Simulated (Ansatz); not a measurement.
Ideal-gas functions of H$_{3}$O$_{3}$Sn, SMILES `[OH][Sn]([OH])[OH]` radical at 600 K and 1 bar, from an Ansatz frequency run at PBE0-D4/def2-TZVP.

Molar mass 169.73 g/mol, point group C3 (symmetry number 3), electronic degeneracy 2, moments of inertia 108.928, 109.15, 174.375 u Å². Harmonic wavenumbers (cm⁻¹, unscaled): 84, 86, 126, 196, 212, 212, 587, 596, 596, 806, 820, 821, 3862, 3863, 3864.

Use S(trans) = R[1.5 ln M + 2.5 ln T − 1.1517]; rotational temperatures θ = 24.2544 K / I; S(rot) = R[ln(√π/σ · √(T³/θAθBθC)) + 1.5]; for each mode x = 1.438777 ν̃/T, S = R[x/(eˣ − 1) − ln(1 − e⁻ˣ)] and H = RT x/(eˣ − 1); 1 cm⁻¹ = 0.0119627 kJ/mol; R = 8.31446 J/(mol·K).

By hand: the entropy, in J/(mol·K).

Translation 187.4. Rotation: θ = 0.2227, 0.2222, 0.1391 K, giving 108.6. Vibration, mode by mode: 21.65, 21.46, 18.30, 14.67, 14.03, 14.03, 6.13, 6.02, 6.02, 4.02, 3.91, 3.91, 0.01, 0.01, 0.01, in all 134.2. Electronic 5.8. Sum 436.0 J/(mol·K).

By hand: H − E and G − E in kJ/mol, counted from the electronic energy.

Zero-point energy ½ × 16731 × 0.0119627 = 100.1; thermal vibration 36.4; translation, rotation and pV give 4 RT = 20.0. H − E = 156.5 kJ/mol, and G − E = 156.5 − 600 × 436.0/1000 = -105.1 kJ/mol.

Vibration gives 31 % of the entropy, 61.4 J/(mol·K) of it from the modes under 150 cm⁻¹: soft modes count most, and the harmonic formula is weakest for them. The sum counts one conformer and one mirror image; others add a mixing term.
